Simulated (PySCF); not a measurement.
**Computed structure and properties of Lu(OH)3**

System: Lu(OH)3 (singlet in the valence; each metal's 4f electrons, 14 of them, lie in its core potential, out of spins and levels); start: template (C3v). Method: PySCF 2.14.0, RKS PBE0, Lu lcecp-1-SVP with ECP60, O def2-SVP, H def2-SVP; non-relativistic Hamiltonian with scalar-relativistic core potentials where named; density fitting; no spin-orbit coupling.

Input of the relaxation:

```python
mol = gto.M(atom='''
Lu    -0.00000    -0.00000    -0.00468
O      2.09879     0.00001    -0.00468
H      2.99878     0.00001     0.34532
O     -1.04940     1.81760    -0.00468
H     -1.49940     2.59701     0.34532
O     -1.04939    -1.81761    -0.00468
H     -1.49938    -2.59702     0.34532''',
    basis={'Lu': 'lcecp-1-SVP', 'O': 'def2-SVP', 'H': 'def2-SVP'},
    ecp={'Lu': 'lcecp-1-SVP'},
    charge=0, spin=0)
mf = dft.RKS(mol, xc='PBE0')
mf.grids.atom_grid = (50, 194)  # f atoms: unpruned, at least (60, 302)
mf = mf.density_fit()  # fitting sets: Lu AutoAux, O def2-universal-JKFIT, H def2-universal-JKFIT
mf.conv_tol = 1e-08; mf.max_cycle = 55
mf.kernel(dm0)  # dm0: converged density of the start geometry
# quasi-Newton relaxation in Cartesian coordinates to a largest gradient under 0.00045 Eh/bohr, steps kept in the point group
```

Run from Python with OMP_NUM_THREADS=2; the lines above give its settings. Where DIIS fails, smearing, a level shift and second-order steps follow.
It took 27 s on 2 threads of AMD EPYC 9R45 96-Core Processor (Zen 5), with other jobs on the host, from the converged density of the start.

Course of the relaxation:

| step | energy above end (eV) | largest force component within the symmetry (eV/Å) |
| --- | --- | --- |
| 0 | 0.4330 | 1.441 |
| 1 | 0.1503 | 0.747 |
| 2 | 0.0665 | 0.472 |
| 3 | 0.0423 | 0.387 |
| 4 | 0.0318 | 0.127 |
| 5 | 0.0239 | 0.471 |
| 6 | 0.0172 | 0.479 |
| 7 | 0.0060 | 0.118 |
| 8 | 0.0033 | 0.198 |
| 9 | 0.0010 | 0.105 |
| 10 | 0.0004 | 0.084 |
| 11 | 0.0001 | 0.016 |
| 12 | 0.0000 | 0.002 |

Relaxed geometry (D3h):

```xyz
7

Lu    0.0000    0.0000    0.1375
O     1.9972    0.0000    0.1435
H     2.9512    0.0000    0.1497
O    -0.9986    1.7296    0.1435
H    -1.4756    2.5559    0.1497
O    -0.9986   -1.7296    0.1435
H    -1.4756   -2.5559    0.1497
```

```json
{"contact": "Lu1–O2 (OH)", "Å": "1.997"}
{"contact": "Lu1–O4 (OH)", "Å": "1.997"}
{"contact": "Lu1–O6 (OH)", "Å": "1.997"}
```

On the finer grid (75, 302):

| Quantity | Value |
| --- | --- |
| HOMO | -7.68 eV |
| LUMO | -1.32 eV |
| Dipole about the centre of mass | 0.02 D |
| Set of Mulliken populations of Lu1 outside the core potential | s 2.19, p 6.41, d 1.31, f 0.08 |
| D3(BJ) dispersion energy (not in the energies) | -0.080 eV |

| atom | Mulliken (e) | Löwdin (e) | spin (e) |
| --- | --- | --- | --- |
| Lu1 | 1.01 | 0.57 | 0.00 |
| O2 | -0.51 | -0.27 | 0.00 |
| H3 | 0.17 | 0.08 | 0.00 |
| O4 | -0.51 | -0.27 | 0.00 |
| H5 | 0.17 | 0.08 | 0.00 |
| O6 | -0.51 | -0.27 | 0.00 |
| H7 | 0.17 | 0.08 | 0.00 |

The 4f levels lie in the core potential and are missing.

On the grid (50, 194), as all that follows. Harmonic modes: a minimum within the noise of the softest modes; lowest 55 cm⁻¹ (negative: unstable), highest 4046 cm⁻¹, zero-point energy 1.042 eV.

Taking off one OH (charge -1, singlet; the rest: singlet) in vacuum, both parts rigid, costs 11.61 eV; the small basis without counterpoise inflates it. Most of it is the attraction of opposite charges; other ways to part are cheaper, and one spin state was tried for the rest.

Rigid scan of OH along the line from its metal:

(distance to O2 (Å), energy (eV)): (1.70, 1.611), (1.80, 0.607), (1.90, 0.129), (2.00, 0.000), (2.10, 0.097), (2.20, 0.336), (2.40, 1.036), (2.70, 2.234), (3.10, 3.682), (3.60, 5.073)

One start shape was tried, so this needn't be the lowest isomer.

An lcecp potential fixes the number of 4f electrons, so in runs with it no electron can move into or out of that shell.
